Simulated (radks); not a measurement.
Numerical settings for neutral rhodium, [Kr] 4d8 5s1. Method: Dirac Kohn-Sham, PBE, spin-unpolarised, spherical densities, finite nucleus; open shells fill j = l - 1/2 first; Fermi nuclear charge, rms radius 4.4945 fm; computed with a radial shooting solver on a logarithmic mesh with Libxc functionals. The defaults (mesh step 0.008 in ln r, mesh end at 40 bohr or more with all orbitals vanishing there, Anderson mixing 0.5 over 9 steps, residual threshold near 1e-9 with the energy settled to 1e-9 hartree or 1e-11 of itself, here a cap of 95 iterations) give E = -4784.9526 hartree and 5s1/2 at -4.294 eV in 15 iterations. Run on one thread of a shared host, so times are rough (Intel(R) Xeon(R) Platinum 8488C): 0.13 s of CPU time, 0.13 s wall, 15 iterations on 2437 mesh points. Changes against that run (0 stands for a change within the tolerance of the run):

setting                    iterations  converged  E (mhartree)  e(5s1/2) (meV)  CPU (s)
mesh step in ln r 0.12              2         no      diverged               -     0.01
mesh step in ln r 0.02             15        yes             0               0     0.06
mesh step in ln r 0.012            15        yes             0               0     0.09
mesh end (bohr) 5                  14        yes         +98.3       +2.94e+03     0.11
mesh end (bohr) 20                 15        yes             0               0     0.12
residual threshold 1e-05           12        yes             0        -0.00284     0.11
residual threshold 0.001           10        yes             0          +0.688      0.1
mixing 1.5                         16        yes             0               0     0.13
linear mixing, mixing 0.8          95         no     +4.02e+03       -1.69e+04      1.6
linear mixing, mixing 0.5          30        yes             0               0     0.22
mixing history 3                   19        yes             0               0     0.16
iteration cap 3                     3         no         +2.03            -598     0.04

Settings that end as converged yet miss the energy by more than 1 mhartree: mesh end (bohr) 5 (+0.0983 hartree). A mesh that ends early acts as a hard wall.
